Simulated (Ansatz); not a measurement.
Mulliken charges of CHBOS2 (`O=C1SB1S`) from r2SCAN/def2-TZVPP in Ansatz (PBE0-D4/def2-TZVP geometry).

```csv
atom,x (Å),y (Å),z (Å),charge (e)
O1,2.120,0.399,0.593,-0.064
C2,1.070,0.060,0.308,0.219
S3,0.203,-2.084,0.250,-0.201
B4,-0.304,-0.469,-0.058,0.037
S5,-1.784,0.396,-0.589,-0.092
H6,-1.263,1.633,-0.550,0.101
```

By hand: the dipole of these point charges (1 e Å = 4.8032 D).

Σ q r = (0.083, 0.518, -0.024) e Å, of length 0.525 e Å = 2.52 D.

How does the dipole of the full density compare? (An estimate is asked.)

The calculation gave: (0.007, 0.514, -0.047) e Å, 2.48 D; the point charges give 1.02 times that, at 9° from its direction.

Point charges leave out the atoms' own dipoles, such as those of lone pairs, and Mulliken's split depends on the basis, so the close match here is no proof of good charges.
